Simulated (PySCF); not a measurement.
EPR parameters of C6H9N2

Species: C6H9N2 (doublet state).
SMILES with atom numbers: `[CH3:1][CH2:2][CH:3][n:4]1[cH:5][cH:6][cH:7][n:8]1` (hydrogens: H9, H10, H11 on C1; H12, H13 on C2; H14 on C3; H15 on C5; H16 on C6; H17 on C7)

Cartesian coordinates in Å at the GFN2-xTB level; atoms count from 1:
```xyz
17
C6H9N2 angstrom
C      2.454   -0.004    0.731
C      1.578   -0.883   -0.177
C      0.566   -0.085   -0.904
N     -0.673    0.077   -0.414
C     -1.682    0.824   -0.962
C     -2.770    0.693   -0.136
C     -2.334   -0.157    0.897
N     -1.077   -0.520    0.720
H      2.968    0.756    0.146
H      3.196   -0.616    1.237
H      1.838    0.486    1.479
H      1.060   -1.617    0.443
H      2.221   -1.399   -0.894
H      0.808    0.457   -1.802
H     -1.541    1.373   -1.870
H     -3.738    1.135   -0.251
H     -2.883   -0.508    1.747
```

The hyperfine couplings belong to this conformer and change with its torsions.

Computed, not measured: UKS B3LYP, pcH-1 on C H N, non-relativistic, mean-field spin-orbit, GIAO (PySCF). The structure is a single GFN2-xTB conformer in the gas phase; no vibrational or solvent corrections. The geometry wasn't refined by DFT: couplings that depend on bond lengths, twists or pyramidal angles can differ widely from those at the functional's own minimum. Stability of the SCF solution: not tested.

```
g1, g2, g3        : 2.00213, 2.00241, 2.00294
g_iso             : 2.00250
Form of g         : rhombic: the two nearest values differ by 35 % of g3 − g1
⟨S²⟩              : 0.7574 (exact 0.7500)
α and β electrons : 30, 29
Total energy      : -343.51224 Eh
Basis functions   : 290
```

Isotropic coupling and dipolar principal values T1 to T3, in MHz:

```json
{"atom": "C1", "isotope": "13C", "a_iso": "68.3", "T1": "-4.6", "T2": "-4.5", "T3": "9.1", "Mulliken spin population": "0.04"}
{"atom": "C2", "isotope": "13C", "a_iso": "-26.2", "T1": "-1.7", "T2": "0.4", "T3": "1.3", "Mulliken spin population": "-0.06"}
{"atom": "C3", "isotope": "13C", "a_iso": "76.0", "T1": "-69.6", "T2": "-67.8", "T3": "137.4", "Mulliken spin population": "0.82"}
{"atom": "N4", "isotope": "14N", "a_iso": "-8.9", "T1": "-0.8", "T2": "-0.3", "T3": "1.0", "Mulliken spin population": "-0.06"}
{"atom": "C5", "isotope": "13C", "a_iso": "10.2", "T1": "-11.4", "T2": "-10.0", "T3": "21.3", "Mulliken spin population": "0.11"}
{"atom": "C6", "isotope": "13C", "a_iso": "-3.7", "T1": "-3.9", "T2": "-3.3", "T3": "7.2", "Mulliken spin population": "0.03"}
{"atom": "C7", "isotope": "13C", "a_iso": "6.4", "T1": "-10.5", "T2": "-9.8", "T3": "20.3", "Mulliken spin population": "0.12"}
{"atom": "N8", "isotope": "14N", "a_iso": "1.1", "T1": "-2.0", "T2": "-1.3", "T3": "3.2", "Mulliken spin population": "0.02"}
{"atom": "H9", "isotope": "1H", "a_iso": "-2.3", "T1": "-4.5", "T2": "-1.9", "T3": "6.4", "Mulliken spin population": "0.00"}
{"atom": "H10", "isotope": "1H", "a_iso": "12.1", "T1": "-2.9", "T2": "-1.5", "T3": "4.4", "Mulliken spin population": "0.01"}
{"atom": "H11", "isotope": "1H", "a_iso": "-3.5", "T1": "-4.2", "T2": "-1.6", "T3": "5.7", "Mulliken spin population": "0.00"}
{"atom": "H12", "isotope": "1H", "a_iso": "18.4", "T1": "-3.9", "T2": "-3.4", "T3": "7.3", "Mulliken spin population": "0.01"}
{"atom": "H13", "isotope": "1H", "a_iso": "38.0", "T1": "-4.0", "T2": "-3.8", "T3": "7.9", "Mulliken spin population": "0.01"}
{"atom": "H14", "isotope": "1H", "a_iso": "-54.9", "T1": "-32.0", "T2": "-0.2", "T3": "32.2", "Mulliken spin population": "-0.04"}
{"atom": "H15", "isotope": "1H", "a_iso": "-9.1", "T1": "-3.6", "T2": "-2.7", "T3": "6.4", "Mulliken spin population": "-0.01"}
{"atom": "H16", "isotope": "1H", "a_iso": "-3.7", "T1": "-2.8", "T2": "-1.4", "T3": "4.1", "Mulliken spin population": "0.00"}
{"atom": "H17", "isotope": "1H", "a_iso": "-9.5", "T1": "-5.7", "T2": "-1.0", "T3": "6.7", "Mulliken spin population": "-0.01"}
```

Largest spin populations (Mulliken): C3 (+0.82), C7 (+0.12), C5 (+0.11) and C2 (-0.06). No atom but C3 exceeds +0.15. The angles at C3 add up to 359.8°, so it is planar; its axial dipolar tensor and the negative coupling of its proton fit spin in a p orbital normal to that plane.

Axes: g2 points within 11° of the C7–N8 bond and g3 points within 12° of the C5–H15 bond.

Under fast tumbling the dipolar parts average out, and these isotropic splittings remain (the largest six): 1 × 1H (H14, I = 1/2, 2 lines) with 1.96 mT, 2 × 1H (H12/H13, I = 1/2, 3 lines) with 1.01 mT, 1 × 1H (H17, I = 1/2, 2 lines) with 0.34 mT, 1 × 1H (H15, I = 1/2, 2 lines) with 0.33 mT, 1 × 14N (N4, I = 1, 3 lines) with 0.32 mT and 1 × 1H (H16, I = 1/2, 2 lines) with 0.13 mT.

Class means assume fast exchange of nuclei equivalent by connectivity; if that motion is slow, each nucleus keeps its own coupling. The three 1H nuclei of mean +2.1 MHz run from -3.5 to 12.1 MHz in the frozen geometry. The 1H value of +28.2 MHz is a mean of couplings from 18.4 to 38.0 MHz in this one geometry, not an average over conformers.

The 13C coupling of C3 (76.0 MHz) shows only in satellite lines or after enrichment, since that isotope makes up about 1.07 % of natural carbon.

The spin density at the nucleus, in bohr⁻³, is negative for N4 (-0.0276), C2 (-0.0233) and H14 (-0.0123), for instance. A restricted open-shell determinant has no negative spin density anywhere; here it arises because α and β orbitals differ (spin polarisation).
